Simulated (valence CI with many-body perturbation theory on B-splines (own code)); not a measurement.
The numbers below are computed, except where a source is named.
**Energy levels of Al IX**

Level of theory: relativistic CI+MBPT: three valence electrons over a frozen Dirac-Fock core [He], a basis of 11 s, 11 p, 9 d, 7 f, 5 g, 2 h, 1 i functions for each j, with the one-electron correlation potential Σ1 (screened to all orders), the two-electron term Σ2, the three-electron term Σ3, Breit, model QED; selected single and double excitations, second order for the rest, scaled by the run's own slope (own B-spline code, finite nucleus).

No measured levels were compared; by estimate levels of excited configurations hold to 0.05 to 0.15 % of their energy, terms of the ground configuration to about 0.5 %.

Levels 46 to 69 of 69, with energies above the lowest level, 2s²2p ²P°_1/2. "Leading %" is the weight of the configuration and term that name the level; weights of strongly mixed levels are sums over their largest components and can fall short. In the jj column 3d3/2^4 stands for four electrons in 3d with j = 3/2.

```tsv
No.	Configuration	Term	J	E (cm⁻¹)	Leading %	Leading jj	g
46	2s2p3d	⁴D°	7/2	1799600	97	2s 2p3/2 3d5/2 (69 %)	1.427
47	2s2p3d	²D°	3/2	1800200	94	2s 2p3/2 3d5/2 (42 %)	0.812
48	2s2p3d	²D°	5/2	1800700	87	2s 2p3/2 3d3/2 (56 %)	1.221
49	2s2p3d	⁴P°	5/2	1806300	90	2s 2p3/2 3d5/2 (62 %)	1.574
50	2s2p3s	²P°	1/2	1807000	93	2s 2p3/2 3s (61 %)	0.674
51	2s2p3s	²P°	3/2	1807100	75	2s 2p3/2 3s (49 %)	1.406
52	2s2p3d	⁴P°	3/2	1807300	76	2s 2p3/2 3d3/2 (49 %)	1.642
53	2s2p3d	⁴P°	1/2	1807900	97	2s 2p3/2 3d3/2 (88 %)	2.639
54	2s2p3d	²F°	5/2	1831100	99	2s 2p1/2 3d5/2 (52 %)	0.857
55	2s2p3d	²F°	7/2	1834100	99	2s 2p3/2 3d3/2 (53 %)	1.143
56	2s2p3d	²P°	3/2	1840300	95	2s 2p3/2 3d5/2 (42 %)	1.333
57	2s2p3d	²P°	1/2	1842100	96	2s 2p3/2 3d5/2 (79 %)	0.666
58	2s2p3p	²D	3/2	1876600	87	2s 2p3/2 3p1/2 (66 %)	0.835
59	2s2p3p	²D	5/2	1877100	93	2s 2p3/2 3p3/2 (58 %)	1.200
60	2s2p3p	²P	1/2	1877400	88	2s 2p3/2 3p1/2 (43 %)	0.669
61	2s2p3p	²P	3/2	1878400	82	2s 2p3/2 3p3/2 (61 %)	1.298
62	2s2p3p	²S	1/2	1891100	91	2s 2p3/2 3p3/2 (50 %)	1.999
63	2p²3s	⁴P	1/2	1922100	98	2p1/2^2 3s (46 %)	2.668
64	2p²3s	⁴P	3/2	1923900	98	2p1/2 2p3/2 3s (89 %)	1.734
65	2p²3s	⁴P	5/2	1926500	98	2p3/2^2 3s (61 %)	1.600
66	2s2p3d	²F°	7/2	1933000	92	2s 2p3/2 3d5/2 (59 %)	1.143
67	2s2p3d	²F°	5/2	1933100	92	2s 2p3/2 3d3/2 (62 %)	0.856
68	2s2p3d	²D°	3/2	1943500	98	2s 2p3/2 3d3/2 (59 %)	0.799
69	2s2p3d	²D°	5/2	1944000	98	2s 2p3/2 3d5/2 (62 %)	1.200
```

Where two levels of one J and parity lie close, their mixing, g and order are uncertain.
